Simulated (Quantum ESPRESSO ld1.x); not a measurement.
The numbers below are computed, except where a source is named.
Coherent X-ray form factor from a spherical all-electron density. Level of theory: Dirac Kohn-Sham, LDA (Slater exchange, VWN5 correlation), spin-unpolarised, spherical densities, point nucleus (ld1.x of Quantum ESPRESSO 7.5).

| sin(theta)/lambda (1/angstrom) | f0 (electrons) |
|---|---|
| 0.05 | 47.275 |
| 0.1 | 45.323 |
| 0.15 | 42.642 |
| 0.2 | 39.698 |
| 0.25 | 36.780 |
| 0.3 | 34.028 |
| 0.4 | 29.229 |
| 0.5 | 25.446 |
| 0.6 | 22.586 |
| 0.8 | 18.738 |
| 1 | 16.026 |
| 1.25 | 13.078 |
| 1.5 | 10.512 |
| 2 | 7.123 |

The species is in the configuration that NIST lists as its ground one. Which atom or ion scatters so?

Answer. The indium ion In+, [Kr] 4d10 5s2. Extrapolating in s^2 from the first two rows gives f0(0) = 47.9, near the electron count 48; among species with that count, the fall with angle is slower the higher Z, and the table is that of Z = 49; from so few rows the species is fixed only to a neighbour or two.
